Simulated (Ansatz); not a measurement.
`C[N](C)[GeH]` → `[GeH2]` + `C=NC` at 298.15 K and 1 bar (β-hydride elimination).

Computed with Ansatz on PBE0-D4/def2-TZVP structures; ΔE is electronic, products minus reactants. CCSD(T)/CBS is the MP2 limit (def2-TZVPP, def2-QZVPP) plus CCSD(T) − MP2 in def2-TZVPP, frozen cores. For Ge outer-core shells are correlated without core-valence functions, which leaves a few kJ/mol of doubt a bond. Scalar relativity is left out up to krypton.

```csv
species,CCSD(T)/CBS energy (Eh),H − E (kJ/mol),S (J/(mol·K))
`C[N](C)[GeH]`,-2211.10778,251.8,319.2
`[GeH2]`,-2077.24753,38.7,220.4
`C=NC`,-133.77870,191.7,260.0
```

H − E and S are ideal-gas, rigid-rotor, harmonic terms from PBE0-D4/def2-TZVP. 1 Eh = 2625.50 kJ/mol, R = 8.31446 J/(mol·K).

Problem. By hand: ΔE, ΔH, ΔS and ΔG.

Solution. ΔE = (-2077.24753) + (-133.77870) − (-2211.10778) = 0.08155 Eh = 214.1 kJ/mol. Δ(H − E) = 38.7 + 191.7 − 251.8 = -21.4, so ΔH = 192.7 kJ/mol. ΔS = 220.4 + 260.0 − 319.2 = 161.2 J/(mol·K). ΔG = 192.7 − 298.15 × (161.2)/1000 = 144.6 kJ/mol.

Problem. By hand: the equilibrium constant, and the temperature at which ΔG would vanish if ΔH and ΔS stayed fixed.

Solution. log₁₀ K = −ΔG/(RT ln 10) = -25.3. ΔG = 0 at ΔH/ΔS = 1195 K.

The number of gas molecules changes by +1, which sets the sign of ΔS. A doubt of 5 kJ/mol in ΔE shifts log₁₀ K by 0.9 here. These are equilibria of isolated gas molecules and say nothing of rates. Largest T1 diagnostic: 0.016 (customary marks: 0.02 for closed shells, 0.045 for open ones).
